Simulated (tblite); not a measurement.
Species: C₆H₁₀NP.
SMILES with atom numbers: `[CH3:1][CH:2]([CH3:3])[n:4]1[cH:5][cH:6][p:7][cH:8]1` (hydrogens: H9, H10, H11 on C1; H12 on C2; H13, H14, H15 on C3; H16 on C5; H17 on C6; H18 on C8)

The geometry is computed with GFN2-xTB (gas phase).

**Question.** What internal coordinates does the optimisation give?

**Answer.** 
```json
{"bond": "C1–C2, C2–C3", "length (pm)": "152.9"}
{"bond": "C2–N4", "length (pm)": "145.0"}
{"bond": "N4–C5", "length (pm)": "135.4"}
{"bond": "C5–C6", "length (pm)": "136.2"}
{"bond": "C6–P7", "length (pm)": "175.8"}
{"bond": "P7–C8", "length (pm)": "171.5"}
{"bond": "N4–C8", "length (pm)": "135.3"}
{"bond": "C1–H9 and 5 like bonds", "length (pm)": "108.7"}
{"bond": "C2–H12", "length (pm)": "109.6"}
{"bond": "C5–H16", "length (pm)": "107.6"}
{"bond": "C6–H17", "length (pm)": "107.5"}
{"bond": "C8–H18", "length (pm)": "107.5"}
```

Bonds in one row agree within 1 pm and their mean is given. A selection of angles:
```json
{"angle": "C1–C2–C3", "degrees": "111.5"}
{"angle": "C1–C2–N4", "degrees": "110.6"}
{"angle": "C2–N4–C5", "degrees": "123.6"}
{"angle": "C2–N4–C8", "degrees": "123.9"}
{"angle": "C5–N4–C8", "degrees": "112.4"}
{"angle": "N4–C5–C6", "degrees": "113.6"}
{"angle": "C5–C6–P7", "degrees": "111.7"}
{"angle": "C6–P7–C8", "degrees": "88.1"}
{"angle": "N4–C8–P7", "degrees": "114.2"}
```

Dihedral angles: C1–C2–N4–C5 118° (anticlinal).

The C–N distances run from 1.353 Å (N4–C8, aromatic) to 1.450 Å (C2–N4, drawn single), a spread of 0.097 Å. N4 (pyrrole-type nitrogen) is planar (angles 123.9°, 123.6° and 112.4°, sum 360.0°, 0.00 Å off the plane of its three neighbours). The 5-membered ring N4–C5–C6–P7–C8 has internal angles of 88.1° to 114.2°; it is planar, 0.00 Å rms from its mean plane, widest ring torsion 0°. The C–P distances run from 1.715 Å (P7–C8, aromatic) to 1.758 Å (C6–P7, aromatic), a spread of 0.043 Å. The C–C distances run from 1.362 Å (C5–C6, aromatic) to 1.529 Å (C1–C2, drawn single), a spread of 0.167 Å. Of the pairs four or more bonds apart, H12···H16 is among the closest relative to their van der Waals radii: 2.27 Å, 95 % of the sum of Bondi's values.

Point group: Cs (every atom within 0.08 Å of its image). Its GFN2-xTB frequencies are all real (lowest 47 cm⁻¹). One conformer, not necessarily the lowest.
